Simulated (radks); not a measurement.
Species: K XII. Configuration: 1s1 2s2 2p(1/2: 2, 3/2: 3) (not the ground configuration). All-electron calculation, Dirac Kohn-Sham, PBE, spin-unpolarised, spherical densities, finite nucleus; Fermi nuclear charge, rms radius 3.4349 fm. Program: a radial shooting solver on a logarithmic mesh with Libxc functionals. Some entries of the table are withheld. Estimate them.

orbital  occ.  eigenvalue (hartree)  <1/r> (bohr^-1)
1s1/2       1             -149.2822            18.99
2s1/2       2                   (1)            4.125
2p1/2       2                   (2)            4.104
2p3/2       3                   (3)            4.065

Answer. 
(1) 2s1/2 eigenvalue (hartree): -25.24934
(2) 2p1/2 eigenvalue (hartree): -23.15917
(3) 2p3/2 eigenvalue (hartree): -23.01828
